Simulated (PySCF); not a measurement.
Bond curve of BiO

Set-up: PySCF, scalar-relativistic core potentials, basis sets Bi cc-pVTZ-PP with ECP60, O cc-pVTZ. Energies in eV from Bi + O in their ground configurations at the same level. All curves are PBE0. state 1: ²Π (doublet), unpaired electrons π ↑; state 2: ⁴Π (quartet), unpaired electrons π ↑↑↑, a second solution, started from another occupation; state 3: Ms = 0.5 determinant of mixed spin (⟨S²⟩ near 1.8), unpaired electrons π ↑↑↓, a mixture of terms (⟨Lz²⟩ = 3.0), a second solution, started from another occupation; state 4: sextet, unpaired electrons σ ↑↑, π ↑↑↑, a second solution, started from another occupation.

| R (Å) | state 1 | state 2 | state 3 | state 4 |
| --- | --- | --- | --- | --- |
| 1.653 | -1.443 | 2.165 | 2.549 | 9.4220 |
| 1.730 | -2.462 | 0.542 | 0.923 | 7.5412 |
| 1.807 | -3.000 | -0.558 | -0.179 | 6.0949 |
| 1.864 | -3.176 | -1.125 | -0.749 | 5.2221 |
| 1.922 | -3.208 | -1.525 | -1.150 | 4.4871 |
| 1.980 | -3.136 | -1.791 | -1.419 | 3.8640 |
| 2.057 | -2.904 | -1.986 | -1.618 | 3.1735 |
| 2.153 | -2.496 | -2.047 | -1.684 | 2.4843 |
| 2.268 | -1.901 | -1.942 | -1.586 | 1.8508 |
| 2.422 | -1.049 | -1.633 | -1.290 | 1.2458 |

Problem. Put a parabola through the three lowest points of the state 2 curve and estimate Re, k and ωe (reduced mass 14.86 u; 1 eV/Å² = 0.16022 mdyn/Å; ωe = 1302.8·√(k/μ) cm⁻¹).

Solution. Through R = 2.057, 2.153, 2.268 Å the second-order coefficient is 7.34 eV/Å², so Re ≈ 2.148 Å, k ≈ 2.35 mdyn/Å and ωe ≈ 518 cm⁻¹. A polynomial fit of higher order to the unrounded PBE0 energies gives Re = 2.140 Å, k = 2.50 mdyn/Å, ωe = 535 cm⁻¹; anharmonicity and rounding make the difference.

The higher-order fit for each curve: state 2: Re = 2.140 Å, ωe = 535 cm⁻¹, minimum 2.05 eV below the ground-state fragments; state 3: Re = 2.144 Å, ωe = 529 cm⁻¹, minimum 1.68 eV below the ground-state fragments. State 1 gave no clean fit. State 4 gave no clean fit.

Spin–orbit coupling is left out, which matters for elements this heavy, above all for dissociation energies. The state was picked by a PBE0 search and need not be the measured ground state.
